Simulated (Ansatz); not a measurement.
Cl4Ti (SMILES [Cl][Ti]([Cl])([Cl])[Cl]), singlet, geometry from GFN2-xTB (such geometries of metal compounds can be far from the true shape); Ansatz (a first-principles code) with PBE0/cc-pV(T+d)Z.

Input for Ansatz:
Ansatz 0.2 input:
```yaml
crystal:
  periodic: [false, false, false]
  atoms:
    - {symbol: Ti, position_ang: [-0.00000000, -0.00000000, -0.00000000]}
    - {symbol: Cl, position_ang: [1.68598647, -0.53254751, -1.15362652]}
    - {symbol: Cl, position_ang: [0.61270013, 0.47649048, 1.96330506]}
    - {symbol: Cl, position_ang: [-0.94593491, 1.67582411, -0.86823504]}
    - {symbol: Cl, position_ang: [-1.35275169, -1.61976707, 0.05855650]}
basis:
  gaussian:
    orbitals: cc-pV_T+d_Z.json
hamiltonian:
  xc: pbe0
```
The basis file holds cc-pV(T+d)Z in the JSON format of the Basis Set Exchange.

What the program printed (banner, timings and long lists left out):

```
Functional definition: PBE0
1933 factors; their error is unknown
mean field evaluation 1: about -73193.0457 eV, gradient 2.1e1 eV
mean field evaluation 2: about -73193.3463 eV, gradient 1.8e1 eV
mean field evaluation 4: about -73193.9696 eV, gradient 1.3e0 eV
mean field evaluation 8: about -73194.1515 eV, gradient 1.2e-1 eV
mean field -73194.15148709 eV, -2689.8354543726 hartree, gradient 6.0e-5 eV, S^2 0.000000; 0 other end points of the search recorded, 0 dependent functions left out
reference -73194.15153123 eV, -2689.8354559949 hartree; 45, 45 occupied and 179, 179 virtual orbitals, 1933 factors
Total energy: -73194.15153123 eV, -2689.8354559949 hartree
```
